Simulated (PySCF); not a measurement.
Work out the structure from these simulated measurements.

Formula: C6H13NO.

- 1H NMR: chemical shifts (computed TMS as zero) by class: 4.19 (1 H), 1.81 (3 H), 1.32 (9 H) ppm [GIAO PBE0/pcSseg-1]
- Triplet: lowest triplet excitation (Tamm–Dancoff): 5.09 eV [TDA B3LYP/def2-SVPD]
- UV, strongest line: among the 10 lowest singlet transitions: S4 at 6.87 eV (180 nm, f = 0.116) [TDDFT B3LYP/def2-SVPD]
- Rotational structure: rotational constants A, B, C: 3.311, 1.377, 1.246 GHz [PBE0-D3(BJ)/def2-SVP]
- Dipole: 3.66 D [B3LYP/def2-SVPD]
- 13C NMR: chemical shifts (computed TMS as zero) by class: 169.6 (1 C), 50.0 (1 C), 29.2 (3 C), 24.8 (1 C) ppm [GIAO PBE0/pcSseg-1]
- UV, first state: lowest singlet excitation: 5.55 eV (223 nm, f = 0.001) [TDDFT B3LYP/def2-SVPD]
- Valence photoelectron: vertical ionisation energy: 9.29 eV [ΔSCF B3LYP/def2-SVPD]
- NMR, other nuclei: isotropic shieldings of nuclei other than C and H, by class: 114 (1 N), -112 (1 O) ppm [GIAO PBE0/pcSseg-1]

Gas-phase values; electronic properties from PySCF, density fitting. Levels stand in brackets. Geometry: PBE0-D3(BJ)/def2-SVP, one conformer, isolated molecule. NMR classes are plain means over equivalent atoms (diastereotopic ones count apart unless rotation or inversion swaps them), as if these changed places fast.

Task: Give a SMILES that accounts for the data.

Result: Numbering: `[CH3:1][C:2](=[O:3])[NH:4][C:5]([CH3:6])([CH3:7])[CH3:8]`. Its formula, C6H13NO, gives 1 degree of unsaturation: 0 rings and 1 π bond in the structure found. 6 carbons fall into 4 classes; from least to most shielded: amide carbonyl carbon [C2] (169.6 ppm), sp3 carbon bound to nitrogen [C5] (50.0 ppm), methyl carbon [C6/C7/C8] (29.2 ppm, 3 C, up to 6.1 ppm apart in this geometry), methyl carbon next to a carbonyl [C1] (24.8 ppm). Hydrogen classes from least to most shielded: 1 H on an amide nitrogen, N4 (4.19 ppm), 3 H on a methyl carbon next to a carbonyl, C1 (1.81 ppm), 9 H on 3 methyl carbons, C6/C7/C8 (1.32 ppm, a mean of values up to 2.3 ppm apart in this geometry). The other shieldings belong to: 114 ppm, amide nitrogen [N4]; -112 ppm, amide oxygen [O3]. By its constants the optimised geometry is an asymmetric top. Structure: N-tert-butylacetamide (`N(C(=O)C)C(C)(C)C`). The assignments are read from this structure; whether some other isomer fits the data as well wasn't checked.

Conformer computed: `[CH3:1][C:2](=[O:3])[NH:4][C:5]([CH3:6])([CH3:7])[CH3:8]`: C1–C2–N4–C5 -178°, C2–N4–C5–C6 60°.
